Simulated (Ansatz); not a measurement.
Cost and result up the ladder for ReO3(OH) (ReO₄H) (6 atoms). The state is a singlet with charge 0. Geometry: PBE-D4/def2-SVP.

```xyz
6

Re   -0.391   -0.175    0.100
O    -0.831   -0.858    1.614
O    -1.454    1.125   -0.270
O    -0.563   -1.360   -1.133
O     1.393    0.423    0.223
H     1.846    0.845   -0.534
```

Ansatz on 4 threads of Arm Neoverse V1 on a shared host. Times are rough, and most runs start from the orbitals of an earlier one. ωB97M-V/def2-TZVP serves as the yardstick here, not as an exact answer. Differences are given only for rows in sets of like size (and for xTB, whose basis is part of the method), since another set adds its own error. Binding counts from free atoms at the same level (Re sextet, O triplet, H doublet; other spins of the atoms weren't run), without zero-point energy or a counterpoise term.

In the def2 sets Re takes a core potential; there is no spin–orbit coupling. HSE06 is defined as in plane-wave codes, on full-range PBE exchange. Correlated methods freeze 4 core orbitals; core or outer-core shells of Re are correlated, in sets that lack core-valence functions.

Second-order perturbation terms are unreliable where d shells bring near-degenerate states, and here MP2/def2-TZVP lies more than 0.4 eV from the median of the functionals without such a term.

Correlated methods converge slowly with the basis.

| level | functions | binding energy per atom (eV) | difference from ωB97M-V/def2-TZVP (eV) | remarks |
| --- | --- | --- | --- | --- |
| ωB97X-V/def2-TZVP | 170 | 4.57 | 0.13 | – |
| HSE06-D4/def2-TZVP | 170 | 4.52 | 0.08 | – |
| MP2/def2-TZVP | 170 | 5.03 | 0.59 | test for broken spin undecided |
| CAM-B3LYP-D4/def2-TZVP | 170 | 4.53 | 0.09 | – |
| BLYP-D4/def2-TZVP | 170 | 4.93 | 0.49 | – |
| r2SCAN-D4/def2-TZVP | 170 | 4.75 | 0.31 | – |
| PBE0-D4/def2-TZVP | 170 | 4.51 | 0.07 | – |
| PBE-D4/def2-TZVP (with forces) | 170 | 5.06 | 0.62 | – |
| ωB97M-V/def2-TZVP | 170 | 4.44 | 0.00 | – |
| HF/def2-TZVP | 170 | 1.86 | -2.58 | – |
| PBE0-D4/def2-SVP | 93 | 4.44 | – | – |
| PBE-D4/def2-SVP | 93 | 5.04 | – | – |
| CCSD(T)/def2-TZVPP | 194 | 4.50 | 0.06 | test for broken spin undecided |

Q: Estimate how long each takes.

A: PBE-D4/def2-SVP 0.75 s; HF/def2-TZVP 0.85 s; PBE0-D4/def2-SVP 0.9 s; BLYP-D4/def2-TZVP 1.4 s; PBE-D4/def2-TZVP (with forces) 1.5 s; PBE0-D4/def2-TZVP 1.6 s; MP2/def2-TZVP 1.6 s; HSE06-D4/def2-TZVP 1.8 s; CAM-B3LYP-D4/def2-TZVP 1.9 s; r2SCAN-D4/def2-TZVP 2.7 s; ωB97X-V/def2-TZVP 4.8 s; ωB97M-V/def2-TZVP 6.5 s; CCSD(T)/def2-TZVPP 2.2 min. On shared hardware such times vary by a factor of up to 3.
